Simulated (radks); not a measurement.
Initial-state core-level shifts of neutral promethium when its valence configuration changes from [Xe] 4f5 6s2. Method: Dirac Kohn-Sham, PBE, spin-unpolarised, spherical densities, point nucleus; open shells fill j = l - 1/2 first; computed with a radial shooting solver on a logarithmic mesh with Libxc functionals. Shifts are changes of the shell-averaged eigenvalues in eV (positive: less bound).

\begin{tabular}{lrrrr}
valence & 1s & 2s & 2p & 4p \\ \hline
4f4 6s2 6p1 & -9.069 & -9.724 & -9.630 & -9.933 \\
4f4.5 5d0.5 6s2 & -2.835 & -3.091 & -3.050 & -3.231 \\
4f5 6s1 6p1 & -1.104 & -1.091 & -1.092 & -1.087 \\
4f5 5d2 & +1.557 & +1.646 & +1.646 & +1.625 \\
4f5 6s1.5 6p0.5 & -0.564 & -0.557 & -0.558 & -0.555 \\
4f5 5d1 6s1 & +1.044 & +1.095 & +1.095 & +1.079 \\
4f5 6p2 & -2.129 & -2.104 & -2.106 & -2.096 \\
4f4 5d1 6s2 & -6.009 & -6.570 & -6.479 & -6.829 \\
\end{tabular}
